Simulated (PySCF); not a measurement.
Distances in Å between the heavy atoms of a computed structure (PBE0-D3(BJ)/def2-SVP; lower triangle, same order across):
```
C1    0.00
C2    1.21  0.00
C3    2.66  1.45  0.00
F4    3.40  2.32  1.37  0.00
C5    3.69  2.59  1.51  2.47  0.00
C6    3.67  2.57  1.45  2.43  1.30  0.00
F7    4.53  3.55  2.63  3.41  2.50  1.30  0.00
```

Hydrogens: 1 on C1, 1 on C5.

Charge 0, singlet.

Task: Which heavy atoms are bonded, and with what formal order?

Result: C1–C2 (triple); C2–C3 (single); C3–F4 (single); C3–C5 (single); C5–C6 (double); C6–F7 (single); C3–C6 (single).

Task: Give the structure as a SMILES string.

Result: `C#CC1(F)C=C1F`, C5H2F2. The mark at the stereocentre is left out: distances alone don't tell a structure from its mirror image. Among its features: alkyne, C=C double bond, C–F bond and cyclopropene ring.

Task: Which rings does it hold?

Result: C3–C5–C6 (3 members).

Task: Classify the heavy atoms.

Result: C1: terminal alkyne carbon; C2: alkyne carbon; C3: sp3 C–F carbon; F4: alkyl fluorine; C5: alkene CH carbon; C6: vinylic C–F carbon; F7: vinyl fluorine.
